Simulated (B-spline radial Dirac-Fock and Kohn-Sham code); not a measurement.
## Isotope-shift constants of the inner levels of Sc³⁺

System: Sc³⁺, 1s2 2s2 2p6 3s2 3p6.

The computed values come from a radial B-spline solver: first-order field-shift and mass-shift constants from Dirac-Fock ground and hole states with a Fermi nucleus; the mass shift has no relativistic recoil terms. A binding energy shifts by δE = F·δ⟨r²⟩ + (K_N + K_S)·δ(1/M); F is taken for a change of radius at fixed skin thickness and so holds the higher radial moments.

```csv
level,F (meV/fm²),K_N (meV u),K_S (meV u)
K (1s),-1.325,-2492,886.4
L1 (2s),-0.1129,-300.7,-55.25
L2 (2p1/2),0.01516,-248.3,204.2
L3 (2p3/2),0.01532,-245.7,197.3
M1 (3s),-0.01503,-55.18,0.002529
M2 (3p1/2),0.002282,-39.98,26.99
M3 (3p3/2),0.002303,-39.67,25.94
```

Line shifts in meV from A = 45 (mass 44.9559 u, rms radius 3.5459 fm); radii from Angeli and Marinova (2013).

| A | mass (u) | radius (fm) | Kα1 | Kα2 | Kβ1 | Lβ3 |
| --- | --- | --- | --- | --- | --- | --- |
| 42 | 41.9655 | 3.5702 | -2.70 | -2.71 | -2.75 | -0.56 |
| 43 | 42.9612 | 3.5575 | -1.72 | -1.72 | -1.75 | -0.36 |
| 44 | 43.9594 | 3.5432 | ? | ? | ? | ? |
| 46 | 45.9552 | 3.5243 | +0.96 | +0.96 | +0.97 | +0.18 |

Problem. What are the shifts for A = 44?

Solution. Kα1 -0.76 meV (field +0.03, mass -0.79); Kα2 -0.76 meV (field +0.03, mass -0.79); Kβ1 -0.78 meV (field +0.03, mass -0.80); Lβ3 -0.17 meV (field 0.00, mass -0.17).
